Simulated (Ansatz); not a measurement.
Worked example: Cl2 + SiH3(SnH3) → SiH3Cl + SnH3Cl

Species: Cl2 (chlorine), singlet; SiH3(SnH3), singlet; SiH3Cl (chlorosilane) `[SiH3]Cl`, singlet; SnH3Cl `[Cl][SnH3]`, singlet. The partners trade Cl for SiH3: Cl–Cl and Sn–SiH3 bonds give way to Cl–SiH3 and Sn–Cl.

Shapes, held fixed at every level: PBE0-D4/def2-TZVP. Programs: Ansatz 0.2.0. The zero-point and thermal change to 298 K, harmonic and unscaled (PBE0-D4/def2-TZVP), is +2.7 kJ/mol.

At CCSD(T)/def2-TZVPP; 1 Eh = 2625.50 kJ/mol:

| species | energy (Eh) |
| --- | --- |
| Cl2 | -919.413501 |
| SiH3(SnH3) | -506.285385 |
| SiH3Cl | -750.619512 |
| SnH3Cl | -675.203811 |

Work out ΔH(298 K) of the reaction at this level.


1. Products less reactants: (-750.619512) + (-675.203811) − [(-919.413501) + (-506.285385)] = -0.124437 Eh = -326.7 kJ/mol.
2. With the thermal change: -326.7 + (+2.7) = -324.0 kJ/mol.

Other levels give -368.9 (HF/def2-SVP) to -295.1 kJ/mol (PBE-D4/def2-TZVPP). No measured value is set beside it here. For atoms past krypton def2 sets carry core potentials with scalar relativity. Correlated rows may include outer-core shells of Sn, which these sets cover unevenly.
